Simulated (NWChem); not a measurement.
System: diphosphane (P2H4); SMILES PP

The following NWChem deck was run.

```
start job
memory heap 200 mb stack 900 mb global 1100 mb
geometry units angstroms noautoz
  P     -0.000034    -1.111516    -0.065318
  P     -0.000034     1.111516     0.065318
  H      1.022314    -1.257874     0.911959
  H     -1.022493    -1.257848     0.911847
  H      1.022320     1.257874    -0.911954
  H     -1.022488     1.257849    -0.911852
end
basis spherical
  P library 6-31g*
  H library 6-31g*
end
dft
  xc scan
  grid xfine
  iterations 150
  mulliken
end
task dft gradient
```

NWChem printed, in part:

```
             Northwest Computational Chemistry Package (NWChem) 7.3.0
             --------------------------------------------------------

 C1  symmetry detected

                             Geometry "geometry" -> ""
                             -------------------------

 Output coordinates in angstroms (scale by  1.889725989 to convert to a.u.)

  No.       Tag          Charge          X              Y              Z
 ---- ---------------- ---------- -------------- -------------- --------------
    1 P                   15.0000     0.00000636    -1.11141035    -0.06709220
    2 P                   15.0000     0.00000605     1.11141029     0.06709220
    3 H                    1.0000     1.02235474    -1.25932799     0.90994956
    4 H                    1.0000    -1.02245226    -1.25930215     0.90983834
    5 H                    1.0000     1.02235967     1.25932826    -0.90994530
    6 H                    1.0000    -1.02244833     1.25930276    -0.90984260

 Effective nuclear repulsion energy (a.u.)      88.6312635742

                                 NWChem DFT Module
                                 -----------------

 Summary of "ao basis" -> "ao basis" (spherical)
 ------------------------------------------------------------------------------
       Tag                 Description            Shells   Functions and Types
 ---------------- ------------------------------  ------  ---------------------
 P                           6-31g*                  8       18   4s3p1d
 H                           6-31g*                  2        2   2s

            General Information
            -------------------
          SCF calculation type: DFT
          Wavefunction type:  closed shell.
          No. of atoms     :     6
          No. of electrons :    34
           Alpha electrons :    17
            Beta electrons :    17
          Charge           :     0
          Spin multiplicity:     1
          Use of symmetry is: off; symmetry adaption is: off
          Maximum number of iterations: 150
          AO basis - number of functions:    44
                     number of shells:    24
          Convergence on energy requested:  1.00D-06
          Convergence on density requested:  1.00D-05
          Convergence on gradient requested:  5.00D-04

              XC Information
              --------------
                         SCAN Method XC Functional
                  SCAN metaGGA Exchange Functional  1.000
                        SCAN Correlation Potential  1.000

             Grid Information
             ----------------
          Grid used for XC integration:  xfine
          Radial quadrature: Mura-Knowles
          Angular quadrature: Lebedev.
          Tag              B.-S. Rad. Rad. Pts. Rad. Cut. Ang. Pts.
          ---              ---------- --------- --------- ---------
          P                   1.00      125          10.0      1454
          H                   0.35      100          10.0      1202
          Grid pruning is: on
          Number of quadrature shells:   650
          Spatial weights used:  Erf1

      Superposition of Atomic Density Guess
      -------------------------------------

 Sum of atomic energies:        -683.25318389

      Non-variational initial energy
      ------------------------------

 Total energy =    -683.794518
 1-e energy   =   -1121.100325
 2-e energy   =     348.674544
 HOMO         =      -0.249301
 LUMO         =       0.044391

     ---------------------------------------------
      Total Density - Mulliken Population Analysis
     ---------------------------------------------

    Atom       Charge   Shell Charges
 -----------   ------   -------------------------------------------------------
    1 P   15    15.18   2.00  2.00  5.98  1.21  2.26  0.59  1.09  0.07
    2 P   15    15.18   2.00  2.00  5.98  1.21  2.26  0.59  1.09  0.07
    3 H    1     0.91   0.45  0.46
    4 H    1     0.91   0.45  0.46
    5 H    1     0.91   0.45  0.46
    6 H    1     0.91   0.45  0.46

   convergence    iter        energy       DeltaE   RMS-Dens  Diis-err
 ---------------- ----- ----------------- --------- --------- ---------
 d= 0,ls=0.0,diis     1   -685.0757339899 -7.74D+02  1.13D-02  1.34D-01
 d= 0,ls=0.0,diis     2   -685.0923377311 -1.66D-02  5.28D-03  2.05D-02
 d= 0,ls=0.0,diis     3   -685.0955794733 -3.24D-03  1.83D-03  3.89D-03
 d= 0,ls=0.0,diis     4   -685.0962436554 -6.64D-04  4.13D-04  1.82D-04
 d= 0,ls=0.0,diis     5   -685.0962824942 -3.88D-05  2.82D-05  5.47D-07
 d= 0,ls=0.0,diis     6   -685.0962825949 -1.01D-07  7.20D-06  4.73D-08

         Total DFT energy =     -685.096282594867
      One electron energy =    -1122.863914844753
           Coulomb energy =      397.151996525558
    Exchange-Corr. energy =      -48.015627849836
 Nuclear repulsion energy =       88.631263574163

 Numeric. integr. density =       34.000000029553

                       DFT Final Molecular Orbital Analysis
                       ------------------------------------

 Vector   15  Occ=2.000000D+00  E=-3.261779D-01
              MO Center=  1.4D-05, -2.3D-08, -1.2D-07, r^2= 2.7D+00
   Bfn.  Coefficient  Atom+Function         Bfn.  Coefficient  Atom+Function
  ----- ------------  ---------------      ----- ------------  ---------------
     8      0.383562  1 P  py                26     -0.383562  2 P  py
     9     -0.199069  1 P  pz                27      0.199069  2 P  pz
    38     -0.153274  3 H  s                 40     -0.153266  4 H  s
    42     -0.153274  5 H  s                 44     -0.153265  6 H  s
     4     -0.147902  1 P  py                22      0.147903  2 P  py

 Vector   16  Occ=2.000000D+00  E=-3.031484D-01
              MO Center= -6.1D-06, -4.6D-07, -2.4D-07, r^2= 3.1D+00
   Bfn.  Coefficient  Atom+Function         Bfn.  Coefficient  Atom+Function
  ----- ------------  ---------------      ----- ------------  ---------------
     9      0.349045  1 P  pz                27      0.349045  2 P  pz
     6     -0.271768  1 P  s                 24      0.271768  2 P  s
    13      0.185936  1 P  pz                31      0.185936  2 P  pz
    10     -0.167731  1 P  s                 28      0.167731  2 P  s
     5     -0.138952  1 P  pz                23     -0.138952  2 P  pz

 Vector   17  Occ=2.000000D+00  E=-2.207009D-01
              MO Center=  2.1D-05,  5.3D-07,  1.2D-07, r^2= 3.8D+00
   Bfn.  Coefficient  Atom+Function         Bfn.  Coefficient  Atom+Function
  ----- ------------  ---------------      ----- ------------  ---------------
     9      0.314117  1 P  pz                27     -0.314117  2 P  pz
     8      0.281932  1 P  py                26     -0.281932  2 P  py
    10     -0.261764  1 P  s                 28     -0.261764  2 P  s
     6     -0.198633  1 P  s                 24     -0.198633  2 P  s
    13      0.174150  1 P  pz                31     -0.174150  2 P  pz

 Vector   18  Occ=0.000000D+00  E=-2.653175D-02
              MO Center=  3.7D-06, -1.6D-07,  2.6D-08, r^2= 4.6D+00
   Bfn.  Coefficient  Atom+Function         Bfn.  Coefficient  Atom+Function
  ----- ------------  ---------------      ----- ------------  ---------------
    12      0.891186  1 P  py                30      0.891186  2 P  py
    10      0.613785  1 P  s                 28     -0.613785  2 P  s
     8      0.463326  1 P  py                26      0.463326  2 P  py
     4     -0.164930  1 P  py                22     -0.164930  2 P  py
     6      0.130170  1 P  s                 24     -0.130170  2 P  s

 Vector   19  Occ=0.000000D+00  E= 4.135989D-03
              MO Center=  1.2D-05,  4.9D-06, -6.9D-08, r^2= 4.4D+00
   Bfn.  Coefficient  Atom+Function         Bfn.  Coefficient  Atom+Function
  ----- ------------  ---------------      ----- ------------  ---------------
    11      0.833663  1 P  px                29     -0.833665  2 P  px
    38     -0.603224  3 H  s                 40      0.603204  4 H  s
    42      0.603230  5 H  s                 44     -0.603204  6 H  s
     7      0.356645  1 P  px                25     -0.356647  2 P  px
     3     -0.122449  1 P  px                21      0.122450  2 P  px

 Vector   20  Occ=0.000000D+00  E= 1.226442D-02
              MO Center= -1.7D-05, -4.9D-06, -1.8D-07, r^2= 4.1D+00
   Bfn.  Coefficient  Atom+Function         Bfn.  Coefficient  Atom+Function
  ----- ------------  ---------------      ----- ------------  ---------------
    38     -0.637114  3 H  s                 40      0.637222  4 H  s
    42     -0.637112  5 H  s                 44      0.637218  6 H  s
    11      0.615453  1 P  px                29      0.615449  2 P  px
     7      0.321579  1 P  px                25      0.321578  2 P  px
    37     -0.158688  3 H  s                 39      0.158702  4 H  s

     ---------------------------------------------
      Total Density - Mulliken Population Analysis
     ---------------------------------------------

    Atom       Charge   Shell Charges
 -----------   ------   -------------------------------------------------------
    1 P   15    15.10   2.00  2.00  5.97  1.22  2.38  0.60  0.83  0.09
    2 P   15    15.10   2.00  2.00  5.97  1.22  2.38  0.60  0.83  0.09
    3 H    1     0.95   0.50  0.45
    4 H    1     0.95   0.50  0.45
    5 H    1     0.95   0.50  0.45
    6 H    1     0.95   0.50  0.45

[...]

                         DFT ENERGY GRADIENTS

    atom               coordinates                        gradient
                 x          y          z           x          y          z
   1 P       0.000012  -2.100261  -0.126786    0.000000   0.003153  -0.000175
   2 P       0.000011   2.100261   0.126786   -0.000000  -0.003153   0.000175
   3 H       1.931970  -2.379785   1.719555   -0.000753   0.000983  -0.000561
   4 H      -1.932155  -2.379736   1.719345    0.000753   0.000983  -0.000561
   5 H       1.931980   2.379785  -1.719547   -0.000752  -0.000982   0.000560
   6 H      -1.932147   2.379737  -1.719353    0.000753  -0.000983   0.000561
```

Level: SCAN/6-31G* (spherical d). All runs use the structure optimised with PBE0-D3(BJ)/def2-TZVP.
